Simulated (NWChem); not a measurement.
Molecule: C3H7NSi; SMILES C=C/C=N/[SiH3]

```xyz
12

C      0.7025     2.5678     0.0000
C     -0.4991     1.9774     0.0000
C     -0.6841     0.5117     0.0000
N      0.2853    -0.3194     0.0000
Si     0.1009    -2.0557     0.0000
H      1.6087     1.9687     0.0000
H      0.8087     3.6486     0.0000
H     -1.4095     2.5744     0.0000
H     -1.7411     0.1882     0.0000
H     -1.3326    -2.4898     0.0000
H      0.7705    -2.6078    -1.2064
H      0.7705    -2.6078     1.2064
```
Atoms are numbered in this order, from 1.

Program: NWChem. Geometry: optimised at B3LYP/6-31G* (spherical d). B3LYP is NWChem's, with the RPA form of VWN correlation. Total energies of different functionals are on different scales.

```json
[
 {"level": "PBE/def2-TZVP", "energy (Ha)": "-462.4333", "highest occupied level (eV)": "-5.82", "orbital gap (eV)": "2.96", "dipole (D)": "1.60"},
 {"level": "B3LYP/def2-TZVP", "energy (Ha)": "-462.8459", "highest occupied level (eV)": "-6.99", "orbital gap (eV)": "4.90", "dipole (D)": "1.67"},
 {"level": "Hartree-Fock/def2-TZVP", "energy (Ha)": "-461.1103", "highest occupied level (eV)": "-9.88", "orbital gap (eV)": "11.81", "dipole (D)": "1.91"},
 {"level": "LDA (Slater exchange, VWN5)/def2-TZVP", "energy (Ha)": "-460.0966", "highest occupied level (eV)": "(withheld)", "orbital gap (eV)": "(withheld)", "dipole (D)": "(withheld)"},
 {"level": "BLYP/def2-TZVP", "energy (Ha)": "-462.7414", "highest occupied level (eV)": "-5.71", "orbital gap (eV)": "3.01", "dipole (D)": "1.62"}
]
```

### Question
Some entries are withheld; supply them.

### Answer

- LDA (Slater exchange, VWN5)/def2-TZVP, highest occupied level (eV): -5.95
- LDA (Slater exchange, VWN5)/def2-TZVP, orbital gap (eV): 2.85
- LDA (Slater exchange, VWN5)/def2-TZVP, dipole (D): 1.56
